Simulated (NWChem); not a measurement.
System: C2HBF2; SMILES C#CB(F)F

The following NWChem deck was run.

```
start job
memory heap 200 mb stack 900 mb global 1100 mb
geometry units angstroms noautosym nocenter noautoz
  B     -0.000232     0.479116     0.000000
  C     -0.000240    -1.047793     0.000000
  C      0.000650    -2.262852     0.000000
  H      0.002056    -3.338979     0.000000
  F     -0.000136     1.159700    -1.126331
  F     -0.000136     1.159700     1.126331
end
basis spherical
  * library pcsseg-1
end
dft
  xc bhlyp
  iterations 150
end
property
  shielding 5 1 2 3 4 5
end
task dft property
```

Coordinates come from a PBE0/def2-SVP optimisation.

GIAO values for the isolated, static molecule; σ is the absolute isotropic shielding, δ = σ(reference) − σ with the isolated reference molecule computed at the same levels (11B: boron trifluoride, 13C: tetramethylsilane, 19F: trichlorofluoromethane, 1H: tetramethylsilane).

Atoms are numbered as in the input.

Q: What results follow from this input? (BHandHLYP/pcSseg-1, GIAO.) Quantities: δ B1 (ppm); δ C2 (ppm); δ C3 (ppm); δ H4 (ppm); δ F5 (ppm).

A: 
```json
{
 "δ B1 (ppm)": "5.0",
 "δ C2 (ppm)": "79.9",
 "δ C3 (ppm)": "101.9",
 "δ H4 (ppm)": "2.64",
 "δ F5 (ppm)": "-57.0"
}
```
